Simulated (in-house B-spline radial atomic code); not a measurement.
Values are calculated unless marked as measured or tabulated.
Zn in an electron gas of r_s = 1.65: phase shifts, screening and friction

A nucleus sits in a uniform electron gas with a rigid positive background. The Kohn-Sham equations are solved self-consistently in the spin-unpolarised LDA (PW92), non-relativistic, on B-splines with outgoing waves at the boundary and partial waves to l = 8. The model has no lattice, no bands and no magnetic solution. Atomic units; δ_l are the phase shifts at the Fermi level, counted so that each bound state adds π, and good to about 0.0005.

The density parameter is r_s = 1.65 bohr.

```csv
l,δ_l (rad)
0,9.3826
1,6.8056
2,3.2578
3,0.1043
4,0.0238
5,0.0057
6,0.0015
7,0.0003
8,0.0001
```

Bound levels below the band bottom (hartree): s -41.04, p -36.15, s -4.149, p -2.6, s -0.003337 and deeper ones.

**Question.** Check the Friedel sum rule, and say where the screening charge sits.

**Answer.** k_F = (9π/4)^(1/3)/r_s = 1.16313. The rule is Z = (2/π) Σ (2l + 1) δ_l. The terms are s 5.973, p 12.998, d 10.370, f 0.465 and 0.193 beyond, in all 29.998 against Z = 30. Bound states hold 8 s, 12 p, 0 d electrons, so the scattering states carry 10.00 in all; where a term is smaller than its bound count, the bound level has drawn weight out of the band.

**Question.** Find the transport cross section and the electronic stopping of a 1 keV Zn ion (mass 65.38 u).

**Answer.** σ_tr = (4π/k_F²) Σ (l + 1) sin²(δ_l − δ_(l+1)). The terms for l = 0 to 3 are 0.2863, 0.3123, 0.0004, 0.0259, all together 0.6266, so σ_tr = 9.289 × 0.6266 = 5.820 bohr². With n = 3/(4π r_s³) = 0.05314, the friction coefficient is Q = n k_F σ_tr = 0.3598. For v well below v_F = 1.163, dE/dx = Q v; with 24801 eV per u at v = 1, v = √(1000/(24801 × 65.38)) = 0.0248, so dE/dx = 0.00893 hartree/bohr = 4.59 eV/nm. The largest term couples the p and d waves.
